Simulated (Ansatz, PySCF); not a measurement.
Zr(F)(SH)3 (FH3S3Zr), SMILES [F][Zr]([SH])([SH])[SH], multiplicity 1. Atoms are numbered in the order given.

```xyz
8

Zr     0.0866    -0.3597     0.0114
F      1.2359    -1.7284    -0.6518
S      1.2583     1.1819     1.4967
H      2.3545     1.1700     0.6928
S     -0.8696     0.9860    -1.7860
H     -1.0566    -0.1196    -2.5546
S     -1.7879    -1.2709     1.2808
H     -0.9814    -2.1973     1.8635
```

Coordinates come from a B3LYP-D3(BJ)/def2-SVP optimisation. The multiplicity is an assumed one; no other spin state was optimised. The structure was generated by enumeration; whether it is a known compound was not checked. The def2 effective core potentials stand for the cores of Zr; spin–orbit coupling is left out. The values are those of a single conformer.

Two levels are set side by side: PBE-D3(BJ)/def2-SVP (Ansatz, an electronic-structure program) and B3LYP-D3(BJ)/def2-SVP (Ansatz). Each level has its own optimised geometry; the coordinates shown are those of the second. Frequencies come from the Hessian of PySCF at each geometry. Differences are taken from unrounded values.

| quantity | B3LYP-D3(BJ) | PBE-D3(BJ) | PBE-D3(BJ) minus B3LYP-D3(BJ) |
|---|---|---|---|
| mean bond length (Å) | 1.901 | 1.904 | 0.004 |
| bond Zr1–F2 (Å) | 1.906 | 1.911 | 0.004 |
| bond Zr1–S3 (Å) | 2.440 | 2.438 | -0.002 |
| bond Zr1–S5 (Å) | 2.440 | 2.438 | -0.002 |
| bond Zr1–S7 (Å) | 2.440 | 2.438 | -0.002 |
| bond S3–H4 (Å) | 1.359 | 1.369 | 0.009 |
| bond S5–H6 (Å) | 1.359 | 1.369 | 0.009 |
| bond S7–H8 (Å) | 1.359 | 1.369 | 0.009 |
| highest harmonic wavenumber (cm⁻¹) | 2629 | 2576 | -53 |
| mean harmonic wavenumber (cm⁻¹) | 684 | 669 | -15 |
| zero-point energy (kcal/mol) | 17.60 | 17.22 | -0.37 |
